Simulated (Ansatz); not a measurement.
The cluster Ta2Si, relaxed as a singlet with RKS PBE-D4/def2-TZVP in Ansatz, starting from the GFN2-xTB geometry. Force threshold 0.02 eV/Å.

In the def2 sets Ta takes a core potential; there is no spin–orbit coupling. The restricted singlet is unstable: a solution with broken spin symmetry lies lower. The structure comes from a short search, and lower isomers may exist.

Start:

```xyz
3

Ta   -1.0384   -2.0584    0.2798
Ta   -0.0590    1.0620    0.9948
Si    1.0975    0.9964   -1.2746
```

Question: Estimate the energy that the relaxation releases and the steps that it takes.

Answer: 5.65 eV, in 9 steps; 10 s on 4 threads of Arm Neoverse V1 on a shared host. No frequencies were taken in this run, so the end may be a saddle point.

Question: Does the start keep its bonding and symmetry?

Answer: Bonds formed: Ta1–Si3 (atoms count from 1). Point group Cs at the start, C2v at the end, both within 0.05 Å.

Question: Predict the relaxed structure.

Answer: 
```xyz
3

Ta   -0.543   -1.242    0.009
Ta   -0.245    0.757    1.097
Si    0.788    0.485   -1.107
```
Bond lengths (bridged metal pairs left out): 2 × Si–Ta 2.45 Å; 1 × Ta–Ta 2.30 Å.
